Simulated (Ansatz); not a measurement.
Computed with Ansatz on PBE0-D4/def2-TZVP structures; ΔE is electronic, products minus reactants. CCSD(T)/CBS adds triple-zeta CCSD(T) − MP2 to the extrapolated MP2 energy (def2 sets, frozen cores). This one scheme is used for every species. Functionals use def2-TZVPP. def2 core potentials past Kr. For Cd outer-core shells are correlated without core-valence functions, which leaves a few kJ/mol of doubt a bond. One conformer a species, not always the lowest.

Consider the formal hydrolysis of a Cd–N bond: `[NH2][Cd][O][SiH3]` + H₂O → `[OH][Cd][O][SiH3]` + NH₃.

CCSD(T)/CBS gives -9.2 kJ/mol.

**Question.** Another level gave -4.5 kJ/mol. Which?
A. MP2/def2-TZVPP
B. SCS-MP2/def2-TZVPP
C. revPBE/def2-TZVPP
D. HF/def2-TZVPP

**Answer.** A. MP2/def2-TZVPP -4.5, SCS-MP2/def2-TZVPP -8.6, HF/def2-TZVPP -17.7, revPBE -13.6 kJ/mol.

Largest T1 diagnostic among the species: 0.016.

In def2-TZVPP, CCSD(T) changes the Hartree–Fock value by +9.7 kJ/mol (the triples alone add +1.0 kJ/mol) and MP2 by +13.1 kJ/mol. Leaving LDA and LC-ωPBE aside and taking each functional with its dispersion term where it has one, the values, not all of them listed here, spread over 9.5 kJ/mol, from B97M-V to PBE-QIDH. LDA lies +6.9 kJ/mol from PBE without D4.
